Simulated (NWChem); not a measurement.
Species: CH$_{3}$BiCl$_{2}$; SMILES [CH3][Bi]([Cl])[Cl]

Program: NWChem. Structure relaxed at the PBE0/def2-SVP level. def2 effective core potentials on Bi; no spin-orbit coupling. Level M06-L/def2-SVP: energy and gradient on several grids; changes count from the extra-fine grid, which is no exact limit either.

Task: Which is the coarsest grid (fine; xfine; xcoarse; medium; coarse) from which on the energy stays within 500 μHa and each gradient component within 500 μHa/bohr of xfine?

Result: medium.
```json
[
 {"grid": "xcoarse", "size of the energy change (μHa)": "6000", "largest change of a gradient component (μHa/bohr)": "900", "time, medium = 1 (rough)": "about 1"},
 {"grid": "coarse", "size of the energy change (μHa)": "100", "largest change of a gradient component (μHa/bohr)": "1000", "time, medium = 1 (rough)": "about 1"},
 {"grid": "medium", "size of the energy change (μHa)": "10", "largest change of a gradient component (μHa/bohr)": "100", "time, medium = 1 (rough)": "about 1"},
 {"grid": "fine", "size of the energy change (μHa)": "< 10", "largest change of a gradient component (μHa/bohr)": "100", "time, medium = 1 (rough)": "about 1"},
 {"grid": "xfine", "size of the energy change (μHa)": "< 10", "largest change of a gradient component (μHa/bohr)": "< 30", "time, medium = 1 (rough)": "2"}
]
```
